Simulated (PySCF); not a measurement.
How exact exchange moves a shielding

Molecule: `N#C[Si@H](N)O`, CH4N2OSi.

Atom-mapped SMILES (the numbers label the heavy atoms): `[N:1]#[C:2][Si@H:3]([NH2:4])[OH:5]`; H(Xn) means a hydrogen on atom n.

GIAO shieldings (ppm, equivalent atoms averaged) in PySCF on the PBE0-D3(BJ)/def2-SVP geometry, basis pcSseg-2, gas phase, non-relativistic:

```csv
functional,exact exchange (%),σ(N1),σ(Si3)
BLYP,0,-89.5,379.0
BP86,0,-87.5,385.2
PBE,0,-88.4,385.4
B3LYP,20,-94.0,389.5
PBE0,25,-92.7,397.3
BHandHLYP,50,-98.4,405.5
HF,100,-103.1,440.7
```

Q: Fit each shielding as a line in the percentage of exact exchange.

A: σ(N1) = -89.2 − 0.15 x (rms 1.3 ppm); σ(Si3) = 381.8 + 0.56 x (rms 3.2 ppm). The functionals also differ in their semilocal parts, which the line can't hold; Hartree–Fock has no correlation at all.

Q: What does the line predict for mPW1PW91 (25 %), and what does the run give?

A: σ(N1): -93.0 predicted, -93.8 computed; σ(Si3): 395.8 predicted, 396.8 computed ppm.
